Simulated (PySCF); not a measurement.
## Löwdin shares of the frontier orbitals

Species: C5H12OSi.
Z-matrix (Å and degrees, PBE0-D3(BJ)/def2-SVP geometry), rows numbered from 1:
```
C 
O   1  1.3950
C   2  1.4028  1  114.41
C   3  1.5394  2  115.18  1    70.04
C   4  1.5294  3  108.44  2   158.78
C   5  1.5391  4  108.96  3   -51.49
Si  6  1.8968  5  103.15  4    38.17
H   1  1.0993  2  107.79  3   174.85
H   1  1.1087  2  111.73  3    55.78
H   1  1.1067  2  112.73  3   -65.83
H   3  1.1129  2  109.90  1   -52.57
H   4  1.1024  3  112.66  2   -77.63
H   4  1.1051  3  107.61  2    40.13
H   5  1.1048  4  109.03  3    67.97
H   5  1.1019  4  111.17  3  -175.44
H   6  1.0999  5  112.78  4   162.74
H   6  1.1030  5  110.10  4   -77.90
H   7  1.4932  3  112.53  2   -17.93
H   7  1.4962  3  112.29  2   105.12
```

The calculation used TDDFT B3LYP/def2-SVPD, vertical, gas phase, core orbitals frozen in the response in PySCF 2.14.0, density-fitted response routines.

Frontier orbitals with the atoms that hold most of them (Löwdin shares over 4%, at most four atoms; ? is withheld):

```json
{"orbital": "LUMO+2", "ε (eV)": "0.89", "atoms": "Si7 18%, C1 16%, H10 10%, H9 7%"}
{"orbital": "LUMO+1", "ε (eV)": "0.42", "atoms": "Si7 19%, C1 11%, C3 10%, H11 8%"}
{"orbital": "LUMO", "ε (eV)": "?", "atoms": "?"}
{"orbital": "HOMO", "ε (eV)": "-7.07", "atoms": "O2 49%, C3 11%, C4 10%, C1 8%"}
{"orbital": "HOMO-1", "ε (eV)": "-7.64", "atoms": "?"}
{"orbital": "HOMO-2", "ε (eV)": "-8.37", "atoms": "Si7 24%, C6 24%, C5 11%, H19 8%"}
{"orbital": "HOMO-3", "ε (eV)": "-8.87", "atoms": "Si7 28%, H18 20%, H19 16%, C6 10%"}
```

Question: Give the leading atoms of the LUMO.

Answer: Si7 (bonded to 2 C and 2 H) 17%; C5 (bonded to 2 C and 2 H) 11%; C6 (bonded to C, Si and 2 H) 10%; C4 (bonded to 2 C and 2 H) 8%. By element: carbon 28% or more, silicon 17%.

Question: Give the leading atoms of the HOMO-1.

Answer: O2 (bonded to 2 C) 26%; C3 (bonded to C, O, Si and H) 23%; Si7 (bonded to 2 C and 2 H) 14%; C6 (bonded to C, Si and 2 H) 10%. By element: carbon 33% or more, oxygen 26%, silicon 14%.

Question: What is the LUMO energy, and the HOMO–LUMO gap?

Answer: ε(LUMO) = 0.25 eV; the gap is 7.32 eV (0.2689 hartree).

Question: How does S1 compare with the orbital gap of 7.32 eV?

Answer: S1 is at 6.50 eV (f = 0.0028), 0.82 eV below the gap, made of HOMO→LUMO (85%), HOMO→LUMO+1 (13%). 

Question: Give energy, strength and leading configuration of S1, S2 and S3, and follow the Löwdin shares of the leading atoms from the occupied to the empty orbital.

Answer: 
- S1 (6.50 eV, f 0.0028), HOMO→LUMO (85%): O2 49% → at most 8%, C3 11% → at most 8%, Si7 at most 9% → 17%, C5 at most 9% → 11%
- S2 (6.54 eV, f 0.0055), HOMO→LUMO+1 (84%): O2 49% → at most 8%, C3 11% → 10%, Si7 at most 9% → 19%, C1 8% → 11%
- S3 (7.03 eV, f 0.0080), HOMO-1→LUMO (80%): O2 26% → at most 8%, C3 23% → at most 8%, Si7 14% → 17%, C5 at most 11% → 11%

One conformer stands for the species.
